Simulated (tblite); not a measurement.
C5H10ClOSi (doublet state).
Geometry (GFN2-xTB, Å), atoms numbered from 1 in this order:
```xyz
18
C5H10ClOSi angstrom
C     -2.683    0.884    0.881
C     -1.497    0.386    0.863
C     -0.495   -0.570    0.807
Cl    -1.300   -2.367    0.800
C      0.400   -0.537   -0.441
C     -0.409   -0.420   -1.726
O      1.255    0.564   -0.342
Si     2.681    0.727    0.409
H     -3.579    0.268    0.868
H     -2.864    1.948    0.920
H      0.105   -0.629    1.715
H      0.987   -1.465   -0.458
H     -1.108   -1.247   -1.801
H      0.263   -0.437   -2.579
H     -0.956    0.519   -1.728
H      3.623   -0.306   -0.028
H      3.019    2.066   -0.040
H      2.550    0.624    1.868
```

Method: GFN2-xTB as coded in tblite; computed harmonic values from a numerical Hessian at the method's own geometry, unscaled. Against measured fundamentals such values can be off by several per cent, at times by over 20. Modes of hydrogen on silicon can be 10 to 20 % off. One conformer, not necessarily the lowest. Open shells enter through the occupations alone, without spin polarisation, and single modes of such species can be off by tens of per cent.

Harmonic wavenumbers (cm⁻¹): 27.5, 50.7, 90.1, 105.8, 128.9, 154.3, 177.1, 209.4, 230.8, 283.2, 340.9, 358.4, 402.2, 498.0, 602.1, 624.9, 634.0, 743.5, 776.6, 806.9, 836.8, 841.2, 873.8, 913.4, 983.5, 1030.4, 1048.7, 1098.5, 1143.9, 1153.8, 1236.1, 1306.0, 1323.6, 1355.8, 1393.9, 1469.1, 1483.8, 1904.9, 2206.5, 2244.8, 2360.9, 2888.3, 2934.8, 2956.5, 3035.7, 3047.6, 3050.0, 3056.3.

A = 1933, B = 803.6, C = 726.6 MHz; mass 149.019 u (most abundant isotopes); point group C1, symmetry number 1; spin multiplicity 2.

Problem. What is the zero-point energy?

Solution. ½Σν̃ = 28212 cm⁻¹ = 80.66 kcal/mol.

Problem. Entropy at 400 K, 1 bar (ideal gas, RRHO, classical rotation)?

Solution. Translation 42.39, rotation 30.91, vibration 49.77, spin (R ln 2) 1.38: S = 124.5 cal/(mol K).

Problem. And Cp and H(400 K) − H(0)?

Solution. Cp = 51.62 cal/(mol K), of which vibrations give 43.67 (their classical limit is 48 R = 95.4); H(400 K) − H(0) = 12.86 kcal/mol without the zero-point energy, 9.68 from vibrations.

Problem. What must be added to the electronic energy to get the Gibbs energy at 400 K and 1 bar?

Solution. ZPE + [H(400 K) − H(0)] − T·S = 80.66 + 12.86 − 49.78 = 43.74 kcal/mol.

Problem. Which modes carry the vibrational entropy at 400 K?

Solution. 27.5 cm⁻¹: 6.59; 50.7 cm⁻¹: 5.37; 90.1 cm⁻¹: 4.23; 105.8 cm⁻¹: 3.92; 128.9 cm⁻¹: 3.53; 154.3 cm⁻¹: 3.18 cal/(mol K); the other 42 give 22.95 together.

Hindered rotation and anharmonicity are outside this model. Other conformers, if any are populated, would add a mixing term that is left out. The structure is chiral; the term R ln 2 for an equal mix with its mirror image is left out.

Time: 0.63 s wall. Hardware: Arm Neoverse V2, one thread, shared host. This covers the Hessian and the dipole derivatives.
